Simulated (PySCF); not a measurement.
Computed shifts of a molecule C3H7BO2, PBE/pcSseg-1 (PySCF), GIAO, gas phase, atoms alike by connectivity averaged where their shifts nearly agree, in ppm (number of nuclei): ¹³C: 143.4 (1), 141.1 (1), 58.5 (1). ¹H: 6.59 (1), 6.48 (1), 6.37 (1), 4.22 (3), 3.94 (1). References: ¹¹B against BF3 (σ = 83.9 ppm); ¹³C against TMS (σ = 182.0 ppm); ¹H against TMS (σ = 31.49 ppm); ¹⁷O against H2O (σ = 334.3 ppm), references at their B3LYP-D3(BJ)/def2-TZVP geometries, non-relativistic. Geometry: PBE0-D3(BJ)/def2-SVP. The values are those of a single conformer.

Q: Which structure fits?
(A) CB(O)C(C)=O
(B) CB(O)CC=O
(C) C=CB(O)OC
(D) COB(C)C=O

A: C, C=CB(O)OC
